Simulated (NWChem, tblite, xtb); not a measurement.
# A ladder of methods for Si2HF5 (SMILES F[SiH](F)[Si](F)(F)F)

Si2HF5: 8 atoms, total charge 0, spin state singlet. SMILES: `F[SiH](F)[Si](F)(F)F`. The shape is that of a PBE0-D4/def2-TZVP optimisation.

```tsv
atom	x (Å)	y (Å)	z (Å)
F	1.2019	-0.6810	1.7750
Si	0.1875	-1.0099	0.6010
F	0.8823	-2.0441	-0.3806
Si	-0.2102	0.9704	-0.5922
F	-1.1868	0.7057	-1.8037
F	-0.8866	2.0542	0.3349
F	1.1198	1.5895	-1.1692
H	-1.0155	-1.6421	1.1791
```

Quantity: the dipole moment, in D. The values are calculated.

| level | kind | program | value (D) | CPU time |
| --- | --- | --- | --- | --- |
| GFN2-xTB | semi-empirical | tblite | 1.65 | under 2 s |
| GFN0-xTB | semi-empirical | xtb | 1.26 | under 2 s |
| GFN1-xTB | semi-empirical | xtb | 1.53 | under 2 s |
| IPEA1-xTB | semi-empirical | tblite | 1.35 | under 2 s |
| HF/STO-3G | Hartree–Fock | NWChem | 1.13 | 2.9 s |
| HF/def2-SVP | Hartree–Fock | NWChem | 1.68 | 16 s |
| HF/6-311G** | Hartree–Fock | NWChem | 1.85 | 45 s |
| B3LYP/6-31G* (spherical functions) | global hybrid | NWChem | 1.37 | 27 s |
| PBE0/def2-SVP | global hybrid | NWChem | 1.39 | 23 s |
| B3LYP/6-31G* (Cartesian functions) | global hybrid | NWChem | 1.37 | 28 s |

The values span 1.13 to 1.85 D. Magnitudes only. Sets without polarisation functions give poor dipoles. Times are those of the runs behind each value, whatever else they computed, on shared processors of several kinds: orders of magnitude only.
